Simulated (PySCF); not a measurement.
A calculated (UHF, PySCF 2.14, jorge-DZP-DKH, the spin-free X2C one-electron Hamiltonian (Gaussian nucleus)) atom or ion has these occupied shells.

| shell | electrons | orbital energy (eV) | rms radius, mean of both spins (bohr) |
| --- | --- | --- | --- |
| 1s β | 1 | -7794.7 | 0.0649 |
| 1s α | 1 | -7794.7 | 0.0649 |
| 2s α | 1 | -984.94 | 0.276 |
| 2s β | 1 | -982.22 | 0.276 |
| 2p α | 3 | -842.82 | 0.249 |
| 2p β | 3 | -840.16 | 0.249 |
| 3s α | 1 | -148.36 | 0.833 |
| 3s β | 1 | -140.67 | 0.833 |
| 3p α | 3 | -105.74 | 0.901 |
| 3p β | 3 | -96.493 | 0.901 |
| 3d α | 5 | -38.264 | 1.13 |
| 3d β | 2 | -34.568 | 1.13 |

Question: Name the element and its charge.

Answer: Co(2+) (cobalt, charge +2), in [Ar] 3d7, high-spin 4F determinant.
